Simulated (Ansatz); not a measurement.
Relaxation of `C[Si](C)(C)C#Cc1cnc(-c2cnc(-c3cnc(C#C[Si](C)(C)C)s3)s2)s1` with RKS r2SCAN-D4/def2-SVP.

```sh
$ ansatz run in.yaml --threads 2 --pin off --events-out ev --progress --plain --max-ram 32768MiB --backend cuda --devices 0, --max-vram 18GiB
```

```yaml
crystal:
  periodic: [false, false, false]
  atoms:
    - {symbol: C, position_ang: [-8.744890, 0.072520, 2.408060]}
    - {symbol: Si, position_ang: [-8.646520, -0.744630, 0.689720]}
    - {symbol: C, position_ang: [-8.671260, -2.644680, 0.833870]}
    - {symbol: C, position_ang: [-10.060520, -0.133970, -0.431050]}
    - {symbol: C, position_ang: [-7.030410, -0.251160, -0.083630]}
    - {symbol: C, position_ang: [-5.980180, 0.072480, -0.593400]}
    - {symbol: C, position_ang: [-4.775240, 0.447760, -1.183060]}
    - {symbol: C, position_ang: [-4.592180, 1.109570, -2.377470]}
    - {symbol: N, position_ang: [-3.325360, 1.351530, -2.723560]}
    - {symbol: C, position_ang: [-2.478390, 0.904110, -1.846150]}
    - {symbol: C, position_ang: [-1.071030, 1.040660, -1.982870]}
    - {symbol: C, position_ang: [-0.412100, 1.646190, -3.035420]}
    - {symbol: N, position_ang: [0.916970, 1.663800, -2.957130]}
    - {symbol: C, position_ang: [1.360460, 1.092770, -1.876570]}
    - {symbol: C, position_ang: [2.743910, 0.984420, -1.576490]}
    - {symbol: C, position_ang: [3.777020, 1.459050, -2.363750]}
    - {symbol: N, position_ang: [5.006050, 1.251690, -1.894450]}
    - {symbol: C, position_ang: [5.005880, 0.627180, -0.758530]}
    - {symbol: C, position_ang: [6.142410, 0.275200, -0.032930]}
    - {symbol: C, position_ang: [7.128950, -0.029770, 0.600440]}
    - {symbol: Si, position_ang: [8.677300, -0.474760, 1.534860]}
    - {symbol: C, position_ang: [9.633710, 1.136760, 1.877000]}
    - {symbol: C, position_ang: [8.150760, -1.325670, 3.155810]}
    - {symbol: C, position_ang: [9.699030, -1.647180, 0.435010]}
    - {symbol: S, position_ang: [3.390670, 0.230740, -0.156160]}
    - {symbol: S, position_ang: [0.089670, 0.462290, -0.831470]}
    - {symbol: S, position_ang: [-3.228520, 0.115030, -0.460800]}
    - {symbol: H, position_ang: [-8.704790, 1.155060, 2.332050]}
    - {symbol: H, position_ang: [-7.921920, -0.241580, 3.043000]}
    - {symbol: H, position_ang: [-9.670160, -0.188790, 2.913630]}
    - {symbol: H, position_ang: [-8.588740, -3.114990, -0.141660]}
    - {symbol: H, position_ang: [-9.595060, -2.990640, 1.289020]}
    - {symbol: H, position_ang: [-7.848030, -3.005540, 1.443430]}
    - {symbol: H, position_ang: [-10.038190, 0.945740, -0.543260]}
    - {symbol: H, position_ang: [-9.995030, -0.568370, -1.423970]}
    - {symbol: H, position_ang: [-11.028570, -0.402270, -0.017710]}
    - {symbol: H, position_ang: [-5.390470, 1.430240, -3.021690]}
    - {symbol: H, position_ang: [-0.910200, 2.085780, -3.878710]}
    - {symbol: H, position_ang: [3.631370, 1.966790, -3.298540]}
    - {symbol: H, position_ang: [10.553290, 0.939820, 2.420860]}
    - {symbol: H, position_ang: [9.043740, 1.830950, 2.467780]}
    - {symbol: H, position_ang: [9.899110, 1.638480, 0.951300]}
    - {symbol: H, position_ang: [7.571360, -2.222890, 2.960220]}
    - {symbol: H, position_ang: [9.014990, -1.615430, 3.746580]}
    - {symbol: H, position_ang: [7.539140, -0.668590, 3.766860]}
    - {symbol: H, position_ang: [10.622610, -1.941480, 0.925220]}
    - {symbol: H, position_ang: [9.147850, -2.552770, 0.200770]}
    - {symbol: H, position_ang: [9.961540, -1.171460, -0.505060]}
basis:
  gaussian: {orbitals: def2-SVP, fitting: {mean_field: def2-universal-jkfit}}
hamiltonian: {xc: r2scan, dispersion: d4}
scf: {lower_state_search: "off"}
output: {orbitals: {seedname: orbitals}}
relax: {f_tol: 0.03, max_steps: 70}
```

Hardware: 2 threads of AMD EPYC 7R13 on a shared host and a share (18 GiB) of an NVIDIA H100 80GB HBM3. Wall time 27 s.

Positions (Å) and forces (eV/Å) at steps 1, 2, 3, 4, 6 of 6:

```xyz
48
step=1 energy=-72725.7807 eV
C    -8.745    0.073    2.408    0.039   -0.400   -0.820
Si   -8.647   -0.745    0.690   -0.106   -0.050    0.074
C    -8.671   -2.645    0.834    0.003    0.911   -0.060
C   -10.061   -0.134   -0.431    0.699   -0.285    0.525
C    -7.030   -0.251   -0.084   -1.938   -0.579    0.901
C    -5.980    0.072   -0.593    1.231    0.344   -0.518
C    -4.775    0.448   -1.183   -0.214   -0.242    0.409
C    -4.592    1.110   -2.377    0.174    0.081   -0.127
N    -3.325    1.352   -2.724    0.045    0.478   -0.884
C    -2.478    0.904   -1.846    0.053   -0.364    0.701
C    -1.071    1.041   -1.983    0.215   -0.155    0.287
C    -0.412    1.646   -3.035   -0.052   -0.022    0.050
N     0.917    1.664   -2.957    0.465    0.438   -0.757
C     1.360    1.093   -1.877   -0.206   -0.305    0.502
C     2.744    0.984   -1.576    0.096   -0.243    0.468
C     3.777    1.459   -2.364   -0.085   -0.036    0.064
N     5.006    1.252   -1.894    0.748    0.456   -0.784
C     5.006    0.627   -0.759   -0.212   -0.365    0.649
C     6.142    0.275   -0.033   -0.929    0.241   -0.502
C     7.129   -0.030    0.600    1.708   -0.528    1.103
Si    8.677   -0.475    1.535    0.122   -0.031    0.067
C     9.634    1.137    1.877   -0.470   -0.771   -0.158
C     8.151   -1.326    3.156    0.254    0.409   -0.786
C     9.699   -1.647    0.435   -0.498    0.553    0.534
S     3.391    0.231   -0.156   -0.055    0.006   -0.018
S     0.090    0.462   -0.831    0.031   -0.028    0.062
S    -3.229    0.115   -0.461    0.133    0.005   -0.007
H    -8.705    1.155    2.332    0.026    0.543   -0.105
H    -7.922   -0.242    3.043    0.442   -0.199    0.276
H    -9.670   -0.189    2.914   -0.504   -0.173    0.219
H    -8.589   -3.115   -0.142    0.051   -0.175   -0.515
H    -9.595   -2.991    1.289   -0.503   -0.121    0.247
H    -7.848   -3.006    1.443    0.435   -0.123    0.313
H   -10.038    0.946   -0.543    0.062    0.558   -0.020
H    -9.995   -0.568   -1.424    0.087   -0.256   -0.492
H   -11.029   -0.402   -0.018   -0.476   -0.170    0.271
H    -5.390    1.430   -3.022   -0.577    0.145   -0.309
H    -0.910    2.086   -3.879   -0.437    0.249   -0.491
H     3.631    1.967   -3.299   -0.211    0.309   -0.578
H    10.553    0.940    2.421    0.465   -0.177    0.283
H     9.044    1.831    2.468   -0.352    0.308    0.302
H     9.899    1.638    0.951    0.104    0.207   -0.506
H     7.571   -2.223    2.960   -0.290   -0.452   -0.168
H     9.015   -1.615    3.747    0.496   -0.122    0.262
H     7.539   -0.669    3.767   -0.301    0.385    0.266
H    10.623   -1.941    0.925    0.470   -0.111    0.317
H     9.148   -2.553    0.201   -0.337   -0.440   -0.085
H     9.962   -1.171   -0.505    0.101    0.298   -0.461
48
step=2 energy=-72726.0376 eV
C    -8.776    0.050    2.416    0.028   -0.139   -0.313
Si   -8.677   -0.758    0.711   -0.073   -0.024    0.032
C    -8.703   -2.641    0.857    0.012    0.343   -0.034
C   -10.075   -0.150   -0.404    0.254   -0.108    0.197
C    -7.075   -0.262   -0.068   -0.101   -0.035    0.053
C    -6.013    0.070   -0.593   -0.012   -0.030    0.060
C    -4.808    0.452   -1.197   -0.182   -0.071    0.109
C    -4.626    1.121   -2.401    0.157    0.056   -0.101
N    -3.353    1.369   -2.757   -0.060    0.204   -0.358
C    -2.494    0.921   -1.874   -0.090   -0.201    0.343
C    -1.075    1.060   -2.016    0.095   -0.025    0.065
C    -0.416    1.670   -3.076    0.020   -0.001    0.005
N     0.924    1.689   -3.005    0.169    0.170   -0.308
C     1.374    1.112   -1.916   -0.185   -0.096    0.172
C     2.768    1.002   -1.607    0.069   -0.089    0.167
C     3.811    1.478   -2.395    0.038   -0.025    0.037
N     5.051    1.269   -1.922    0.261    0.207   -0.345
C     5.044    0.639   -0.774   -0.116   -0.140    0.228
C     6.179    0.277   -0.031    0.075   -0.033    0.079
C     7.172   -0.038    0.621    0.071   -0.042    0.079
Si    8.707   -0.487    1.558    0.075   -0.014    0.033
C     9.653    1.111    1.900   -0.175   -0.288   -0.061
C     8.184   -1.330    3.164    0.075    0.157   -0.301
C     9.719   -1.652    0.471   -0.188    0.209    0.195
S     3.419    0.249   -0.187   -0.032   -0.006    0.012
S     0.098    0.485   -0.872    0.035   -0.032    0.050
S    -3.248    0.129   -0.491    0.153    0.005    0.013
H    -8.734    1.143    2.331    0.003    0.132    0.001
H    -7.941   -0.273    3.051    0.097   -0.036    0.085
H    -9.714   -0.219    2.921   -0.121   -0.037    0.064
H    -8.618   -3.108   -0.133    0.011   -0.066   -0.113
H    -9.639   -2.983    1.318   -0.119   -0.042    0.061
H    -7.868   -2.997    1.473    0.097   -0.052    0.074
H   -10.043    0.942   -0.513   -0.001    0.131   -0.015
H    -9.999   -0.594   -1.405    0.004   -0.052   -0.121
H   -11.051   -0.423    0.019   -0.133   -0.033    0.051
H    -5.443    1.439   -3.044   -0.160    0.022   -0.052
H    -0.932    2.112   -3.925   -0.132    0.051   -0.104
H     3.657    1.991   -3.341   -0.075    0.074   -0.138
H    10.581    0.901    2.450    0.121   -0.027    0.071
H     9.049    1.805    2.498   -0.067    0.085    0.073
H     9.917    1.613    0.961    0.036    0.066   -0.108
H     7.599   -2.236    2.957   -0.069   -0.112   -0.016
H     9.063   -1.619    3.756    0.115   -0.035    0.074
H     7.566   -0.659    3.775   -0.072    0.075    0.082
H    10.650   -1.943    0.975    0.121   -0.037    0.067
H     9.154   -2.564    0.239   -0.063   -0.112   -0.029
H     9.981   -1.165   -0.477    0.037    0.051   -0.116
48
step=3 energy=-72726.0622 eV
C    -8.776    0.039    2.417    0.013   -0.013   -0.039
Si   -8.673   -0.762    0.719   -0.025   -0.006    0.008
C    -8.703   -2.636    0.866    0.011    0.042   -0.007
C   -10.067   -0.159   -0.388    0.037   -0.010    0.019
C    -7.074   -0.267   -0.060   -0.021   -0.008    0.010
C    -6.014    0.068   -0.589    0.054    0.003    0.001
C    -4.813    0.454   -1.200   -0.111    0.016   -0.023
C    -4.633    1.126   -2.410    0.067    0.010   -0.002
N    -3.361    1.380   -2.772   -0.006    0.020   -0.066
C    -2.498    0.928   -1.885   -0.060   -0.053    0.128
C    -1.074    1.069   -2.032   -0.008    0.011   -0.034
C    -0.417    1.681   -3.098    0.012   -0.009    0.016
N     0.928    1.703   -3.033    0.041    0.028   -0.029
C     1.377    1.124   -1.939   -0.067   -0.026    0.014
C     2.777    1.011   -1.626    0.005   -0.005    0.009
C     3.825    1.488   -2.413    0.016   -0.007    0.032
N     5.068    1.281   -1.940    0.045    0.011   -0.043
C     5.054    0.645   -0.786   -0.050   -0.006    0.032
C     6.184    0.278   -0.033   -0.023    0.018   -0.029
C     7.171   -0.041    0.626    0.003   -0.016    0.026
Si    8.701   -0.491    1.566    0.029   -0.003    0.007
C     9.648    1.094    1.912   -0.030   -0.031   -0.011
C     8.181   -1.330    3.164   -0.004    0.020   -0.040
C     9.713   -1.652    0.490   -0.032    0.026    0.017
S     3.424    0.259   -0.205    0.023    0.012   -0.033
S     0.104    0.493   -0.892    0.034    0.017   -0.010
S    -3.245    0.138   -0.499    0.090    0.022   -0.057
H    -8.736    1.137    2.336   -0.002   -0.006    0.016
H    -7.941   -0.285    3.058   -0.010    0.009    0.010
H    -9.719   -0.234    2.919    0.005    0.004    0.005
H    -8.620   -3.110   -0.125   -0.002   -0.011    0.013
H    -9.645   -2.974    1.330    0.006   -0.006   -0.001
H    -7.868   -2.997    1.487   -0.009   -0.013   -0.003
H   -10.037    0.937   -0.498   -0.012   -0.005   -0.008
H    -9.994   -0.605   -1.392   -0.012    0.008    0.000
H   -11.047   -0.433    0.038    0.003    0.004   -0.007
H    -5.462    1.442   -3.048   -0.010   -0.015    0.023
H    -0.946    2.122   -3.945   -0.015   -0.010    0.019
H     3.664    2.003   -3.363   -0.018   -0.008    0.009
H    10.578    0.878    2.463   -0.004    0.006   -0.002
H     9.045    1.792    2.514    0.014    0.007   -0.001
H     9.917    1.602    0.972    0.006    0.008    0.014
H     7.597   -2.242    2.960    0.003    0.001    0.017
H     9.067   -1.617    3.755   -0.007   -0.002    0.004
H     7.562   -0.659    3.780    0.003   -0.014    0.009
H    10.646   -1.942    1.003   -0.004   -0.002   -0.006
H     9.149   -2.569    0.258    0.015   -0.003   -0.006
H     9.982   -1.168   -0.462    0.007   -0.016    0.002
48
step=4 energy=-72726.0637 eV
C    -8.770    0.036    2.420    0.002    0.004    0.005
Si   -8.666   -0.764    0.724    0.002    0.002   -0.002
C    -8.697   -2.636    0.872    0.003   -0.006   -0.001
C   -10.059   -0.161   -0.383   -0.003    0.003   -0.005
C    -7.067   -0.268   -0.056    0.029    0.006   -0.012
C    -6.008    0.068   -0.587    0.004   -0.005    0.015
C    -4.810    0.456   -1.202   -0.060   -0.003   -0.037
C    -4.631    1.126   -2.412    0.032   -0.003    0.006
N    -3.360    1.380   -2.779   -0.004    0.022   -0.001
C    -2.496    0.932   -1.890   -0.030   -0.059    0.047
C    -1.072    1.075   -2.040   -0.011    0.022   -0.023
C    -0.417    1.688   -3.106    0.010   -0.004    0.013
N     0.929    1.712   -3.044    0.003   -0.014   -0.003
C     1.378    1.129   -1.950   -0.024    0.012    0.016
C     2.778    1.016   -1.636    0.000    0.001   -0.013
C     3.828    1.492   -2.422    0.010   -0.018    0.007
N     5.071    1.283   -1.950   -0.002    0.020    0.015
C     5.053    0.651   -0.793   -0.028   -0.032   -0.008
C     6.180    0.282   -0.036    0.021    0.010   -0.006
C     7.165   -0.040    0.627   -0.037    0.000   -0.004
Si    8.692   -0.493    1.568   -0.001    0.003   -0.005
C     9.640    1.090    1.917    0.002    0.005    0.000
C     8.171   -1.332    3.165   -0.008   -0.002    0.004
C     9.705   -1.655    0.496    0.001   -0.003   -0.005
S     3.423    0.262   -0.216    0.023    0.024   -0.011
S     0.108    0.503   -0.900    0.025   -0.001   -0.020
S    -3.238    0.137   -0.507    0.053    0.043   -0.028
H    -8.731    1.134    2.344   -0.001   -0.008    0.004
H    -7.937   -0.288    3.065   -0.007    0.003   -0.002
H    -9.714   -0.238    2.921    0.006    0.002   -0.001
H    -8.614   -3.114   -0.118   -0.001    0.000    0.009
H    -9.639   -2.974    1.335    0.006    0.000   -0.002
H    -7.863   -3.001    1.493   -0.007    0.000   -0.004
H   -10.032    0.935   -0.495   -0.002   -0.009    0.000
H    -9.989   -0.606   -1.389   -0.003    0.004    0.008
H   -11.039   -0.435    0.043    0.005    0.002   -0.004
H    -5.463    1.438   -3.048   -0.001   -0.005    0.015
H    -0.950    2.129   -3.950   -0.003   -0.007    0.011
H     3.666    2.006   -3.373   -0.006   -0.003    0.010
H    10.569    0.871    2.469   -0.005    0.003   -0.002
H     9.040    1.790    2.521    0.006   -0.005   -0.003
H     9.913    1.601    0.980    0.000   -0.002    0.010
H     7.587   -2.244    2.964    0.004    0.006    0.005
H     9.056   -1.618    3.757   -0.007    0.000   -0.001
H     7.551   -0.662    3.783    0.004   -0.007   -0.002
H    10.636   -1.944    1.012   -0.005    0.000   -0.004
H     9.144   -2.574    0.263    0.006    0.006    0.002
H     9.978   -1.174   -0.457    0.000   -0.007    0.008
48
step=6 energy=-72726.0650 eV
C    -8.755    0.030    2.429   -0.001    0.006    0.016
Si   -8.649   -0.768    0.732    0.005    0.003   -0.003
C    -8.682   -2.640    0.882    0.000   -0.017    0.002
C   -10.043   -0.166   -0.373   -0.013    0.005   -0.009
C    -7.051   -0.271   -0.049    0.005   -0.001    0.001
C    -5.995    0.067   -0.584   -0.007   -0.001    0.003
C    -4.802    0.459   -1.206    0.017   -0.003   -0.002
C    -4.628    1.130   -2.416   -0.011    0.002    0.009
N    -3.359    1.388   -2.788   -0.001   -0.010    0.007
C    -2.493    0.938   -1.901    0.011    0.014   -0.018
C    -1.069    1.084   -2.057    0.001   -0.004   -0.004
C    -0.416    1.696   -3.124    0.000    0.001   -0.002
N     0.929    1.721   -3.066   -0.013    0.001    0.012
C     1.380    1.141   -1.972    0.017   -0.006   -0.010
C     2.780    1.027   -1.657   -0.001    0.002   -0.011
C     3.832    1.501   -2.440   -0.001    0.005   -0.003
N     5.074    1.293   -1.964   -0.012   -0.006    0.013
C     5.050    0.658   -0.808    0.001   -0.001   -0.007
C     6.173    0.287   -0.046    0.025    0.007   -0.008
C     7.151   -0.039    0.624   -0.010   -0.004    0.005
Si    8.672   -0.496    1.573   -0.005    0.002   -0.003
C     9.624    1.082    1.928    0.010    0.014    0.005
C     8.144   -1.334    3.168   -0.005   -0.008    0.015
C     9.689   -1.661    0.508    0.010   -0.012   -0.008
S     3.421    0.273   -0.236   -0.005    0.000    0.008
S     0.115    0.510   -0.922   -0.008    0.004    0.007
S    -3.224    0.147   -0.516   -0.018   -0.006    0.010
H    -8.717    1.129    2.357    0.001   -0.001   -0.004
H    -7.924   -0.294    3.076    0.002   -0.002   -0.003
H    -9.699   -0.245    2.928    0.001   -0.002   -0.003
H    -8.600   -3.121   -0.106    0.001    0.003   -0.001
H    -9.625   -2.975    1.346    0.001    0.003    0.000
H    -7.850   -3.006    1.504    0.002    0.003    0.000
H   -10.018    0.930   -0.486    0.004    0.000    0.002
H    -9.975   -0.611   -1.379    0.004   -0.002    0.002
H   -11.022   -0.440    0.054    0.002   -0.001    0.002
H    -5.465    1.440   -3.046    0.003    0.002   -0.005
H    -0.954    2.135   -3.966    0.004    0.003   -0.004
H     3.671    2.016   -3.389    0.005    0.002   -0.002
H    10.550    0.859    2.484   -0.002   -0.003    0.000
H     9.027    1.783    2.532   -0.003   -0.002    0.000
H     9.904    1.596    0.995   -0.003   -0.003   -0.001
H     7.561   -2.247    2.967   -0.001    0.001   -0.004
H     9.028   -1.622    3.762    0.000    0.001   -0.003
H     7.524   -0.666    3.786   -0.001    0.003   -0.003
H    10.616   -1.951    1.029   -0.003    0.002    0.002
H     9.129   -2.580    0.273   -0.004    0.001    0.002
H     9.970   -1.184   -0.444   -0.003    0.003    0.002
```

Single mean-field runs in def2-SVP are fitted with def2-universal-jkfit.
